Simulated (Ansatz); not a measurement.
GaH5O2Si, SMILES `[OH][GaH][O][SiH3]`. Charge 0, multiplicity 1.

```xyz
9

O    -2.0231    0.7841    0.8815
Ga   -1.5816    0.0207   -0.6617
O     0.1403   -0.4021   -0.8556
Si    1.5092   -0.2881    0.0202
H    -1.2820    0.9028    1.4809
H    -2.5990   -0.2697   -1.7788
H     1.2471    0.3655    1.3395
H     2.0703   -1.6400    0.2795
H     2.5187    0.5267   -0.7055
```

Task: List the harmonic frequencies (cm⁻¹, unscaled) at PBE0-D4/def2-TZVP in Ansatz. (Best estimate.)

Result: Computed: 61, 80, 86, 211, 383, 504, 507, 574, 708, 725, 743, 849, 952, 958, 993, 1030, 2091, 2171, 2221, 2224, 3887.

Task: Is this a minimum?

Result: Yes, all 21 modes are real.

Task: Give the ideal-gas thermochemistry at 298.15 K and 1 bar (rigid rotor, harmonic oscillator; point group Cs, symmetry number 1).

Result: Zero-point energy 131.3 kJ/mol; H(298) − E = 152.7 kJ/mol; entropy 359.3 J/(mol·K), of which translation 170.0, rotation 112.6, vibration 76.6; G(298) − E = 45.6 kJ/mol. Modes under 100 cm⁻¹ are hindered rotations or soft bends, so the harmonic entropy is rough.

Task: And at 400, 500, 600, 800 and 1000 K?

Result: 
| T (K) | H − E (kJ/mol) | S (J/mol/K) | G − E (kJ/mol) |
| --- | --- | --- | --- |
| 400 | 164.5 | 393.0 | 7.3 |
| 500 | 177.6 | 422.2 | -33.5 |
| 600 | 191.8 | 448.2 | -77.1 |
| 800 | 223.0 | 492.9 | -171.3 |
| 1000 | 256.7 | 530.4 | -273.8 |

Task: Rotational constants (cm⁻¹)?

Result: 0.2893, 0.06296, 0.05266.
